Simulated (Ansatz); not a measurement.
Mulliken charges of CH$_{4}$AlClFNSi (`N=[C](Cl)[Al]([F])[SiH3]`) from r2SCAN/def2-TZVPP in Ansatz (PBE0-D4/def2-TZVP geometry).

```
atom   x (Å)   y (Å)   z (Å)  charge (e)
  N1   0.041  -1.353  -1.962      -0.182
  C2  -0.049  -0.099  -1.911      -0.085
 Cl3  -0.163   0.760  -3.442      -0.105
 Al4  -0.076   0.996  -0.264       0.661
  F5  -0.200   2.631  -0.387      -0.332
 Si6   0.081  -0.117   1.909       0.010
  H7   0.102  -1.757  -1.026       0.173
  H8   1.351  -0.891   1.990      -0.047
  H9  -1.045  -1.080   2.067      -0.047
 H10   0.040   0.858   3.029      -0.046
```

Problem. By hand: the dipole of these point charges (1 e Å = 4.8032 D).

Solution. Σ q r = (0.032, -0.292, 0.346) e Å, of length 0.454 e Å = 2.18 D.

Problem. How does the dipole of the full density compare? (Best estimate.)

Solution. Computed: (0.029, -0.133, 0.588) e Å, 2.90 D; the point charges give 0.75 times that, at 27° from its direction.

Point charges leave out the atoms' own dipoles, such as those of lone pairs, and Mulliken's split depends on the basis, so the two needn't agree.
